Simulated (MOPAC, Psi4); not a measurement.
Approach curve of the dimer O2S ··· H6Si2 (SMILES O=S=O and [SiH3][SiH3]). Monomers: optimised at B3LYP-D3(BJ) (def2-TZVP), held rigid. Orientation: lowest of the rigid-body minima from ten starts at GFN2-xTB. R is the distance of the centres of mass, along which the second monomer moves. The table gives interaction energies.

| R / Å | A | B | C |
|---|---|---|---|
| 2.57 | 76.52 | 106.15 | 80.63 |
| 2.81 | 46.56 | 74.19 | 35.04 |
| 3.02 | 31.16 | 46.36 | 12.87 |
| 3.19 | 21.20 | 25.35 | 2.42 |
| 3.41 | 12.40 | 7.58 | -4.92 |
| 3.56 | 8.75 | 2.01 | -7.39 |
| 3.92 | 4.06 | -0.62 | -8.89 |
| 4.17 | 2.34 | -0.38 | -8.19 |
| 4.72 | 0.43 | -0.28 | -5.52 |
| 5.36 | -0.30 | -0.28 | -2.91 |
| 6.39 | -0.46 | -0.15 | -0.92 |
| 7.69 | -0.36 | -0.06 | -0.27 |

Energies in kJ/mol.

Task: Which curve belongs to which method? The methods are MOPAC with AM1, restricted, heats of formation; PM3, restricted, heats of formation (MOPAC); Psi4 1.11 with revPBE-D3(BJ)/def2-TZVP, counterpoise-corrected.

Result: A is PM3; B is AM1; C is revPBE-D3(BJ)/def2-TZVP.
